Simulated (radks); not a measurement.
Results of a calculation; reference values are marked as such.
Species: the terbium ion Tb60+. Configuration: [He] 2s2 2p1.

Level of theory: Dirac Kohn-Sham, LB94 model potential, spin-unpolarised, spherical densities, finite nucleus; open shells fill j = l - 1/2 first; Fermi nuclear charge, rms radius 5.06 fm (a radial shooting solver on a logarithmic mesh with Libxc functionals).

Energy parts (hartree):
| part | energy |
|---|---|
| kinetic | 6903.5900 |
| electron-nucleus | -13105.6343 |
| Hartree | 232.3201 |
(The LB94 potential has no energy functional, so no total or exchange-correlation energy is given.)

Orbitals (lengths in bohr, moments of r in powers of bohr; <r^-3> diverges for s and p1/2):
orbital  occ.  eigenvalue (hartree)  <r^-3>  small-component weight
1s1/2       2             -2149.962       -                5.91e-02
2s1/2       2             -520.7183       -                1.42e-02
2p1/2       1             -513.5273       -                1.42e-02
2p3/2       0             -482.3915   11790                1.33e-02

The highest occupied level is 2p1/2 at -13973.8 eV. Summed over all electrons, <r^2> = 0.02553 bohr^2, which gives a Langevin (diamagnetic) susceptibility term of -0.0202 x 10^-6 cm^3/mol.
